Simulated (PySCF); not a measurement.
# Ionising SrCl

UHF-MP2; basis Sr def2-SVP with ECP28, Cl def2-SVP; scalar-relativistic core potentials; PySCF 2.14. Neutral (UHF): doublet (σ ↑), Re = 2.619 Å, ωe = 315 cm⁻¹, De = 3.97 eV.

SrCl⁺ (RHF): singlet (closed shell), Re = 2.524 Å, ωe = 368 cm⁻¹, De = 3.88 eV to Sr⁺ + Cl. The energies at the minima are -489.99244 hartree for SrCl and -489.79054 for SrCl⁺.

Problem. Work out the adiabatic ionisation energy, without and with harmonic zero-point energies (1 hartree = 27.2114 eV, 1 eV = 8065.5 cm⁻¹), and the change of the bond length.

Solution. At MP2: 0.20190 hartree = 5.494 eV between the minima; the zero-point term (368.0 − 315.0)/2 cm⁻¹ = +0.003 eV makes it 5.497 eV. Re changes by -9.5 pm against the neutral. The electron leaves a σ orbital, and the shorter bond of the ion fits an antibonding orbital, or a change in how ionic the bond is.

Correlated steps freeze 5 core orbitals. Correlated levels converge slowly with the basis: in double zeta they bind strong bonds too weakly, by up to about 1 eV, and carry superposition errors of some tenths. For an ion De counts to the pair picked by the measured ionisation energies or electron affinities, which need not be the lowest pair at this level. Where the molecule has an RHF reference, its open-shell atoms are computed with UHF. States were picked by a PBE0 search and need not be the measured ground states.

Neutral and ion stand on different kinds of reference determinant, which adds to the error of the difference.
